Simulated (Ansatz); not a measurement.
`[SiH3]B[SiH2]Cl` + `BS[CH2][GeH3]` → `BSCB[SiH3]` + `Cl[SiH2][GeH3]`  (redistribution)

Program: Ansatz. Geometries: PBE0-D4/def2-TZVP. ΔE: electronic, gas phase. CCSD(T)/CBS is the MP2 limit (def2-TZVPP, def2-QZVPP) plus CCSD(T) − MP2 in def2-TZVPP, frozen cores. For Ge outer-core shells are correlated without core-valence functions, which leaves a few kJ/mol of doubt a bond. Scalar relativity is left out up to krypton. Each species was taken in one conformer, which may not be the lowest.

```tsv
species	HF/def2-QZVPP energy (Eh)
`[SiH3]B[SiH2]Cl`	-1065.62596
`BS[CH2][GeH3]`	-2539.61862
`BSCB[SiH3]`	-778.41630
`Cl[SiH2][GeH3]`	-2826.84468
```

Question: Work out ΔE.

Answer: ΔE = (-778.41630) + (-2826.84468) − (-1065.62596) − (-2539.61862) = -0.01640 Eh = -43.1 kJ/mol. CCSD(T)/CBS gives -43.8 kJ/mol.

Largest T1 diagnostic among the species: 0.014.
